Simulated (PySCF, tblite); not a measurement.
Isomers of C6H7ClNO (doublet state), one GFN2-xTB conformer each. Single-point energies are computed at B3LYP/pcH-1 (PySCF, gas phase, no added dispersion term), electronic only. GFN2-xTB treats the open shell by occupation alone, and not every SCF solution was tested for stability.

Problem. Rank them by B3LYP/pcH-1 energy, lowest first (kJ/mol).
A. `[H]/[C:1]=[C:2](\[CH2:3]/[CH:4]=[CH:5]\[Cl:6])[C:7]([NH2:8])=[O:9]` (doublet state) with C1–C2–C3–C4 98°, C2–C3–C4–C5 -102°, C1–C2–C7–N8 -7°, C2–C7–N8–H 178° and 2°
B. `[CH2:1]=[C:2]([CH2:3]/[CH:4]=[CH:5]/[Cl:6])[C:7]([NH:8])=[O:9]` (doublet state) with C1–C2–C3–C4 -66°, C2–C3–C4–C5 -17°, C1–C2–C7–N8 -178°, C2–C7–N8–H 180°

Solution. A (0.0), B (40.6).

GFN2-xTB itself gives, in the same order: 26.8, 0.0. GFN2-xTB puts C=C(C/C=C/Cl)C([NH])=O lowest instead.

Problem. What happens when harmonic zero-point energies from GFN2-xTB frequencies are added?

Solution. 
```tsv
SMILES	ZPE (kJ/mol)	electronic (kJ/mol)	with ZPE (kJ/mol)
[H]/[C]=C(\C/C=C\Cl)C(N)=O	298.3	0.0	0.0
C=C(C/C=C/Cl)C([NH])=O	298.1	40.6	40.3
```

The zero-point energies span 0.2 kJ/mol. The order is unchanged.

Problem. As an exercise, what shares would exp(−E/RT) give at 2000 K from these electronic energies alone (no entropy, no degeneracies)?

Solution. RT = 16.629 kJ/mol: [H]/[C]=C(\C/C=C\Cl)C(N)=O 92.0 %, C=C(C/C=C/Cl)C([NH])=O 8.0 %.
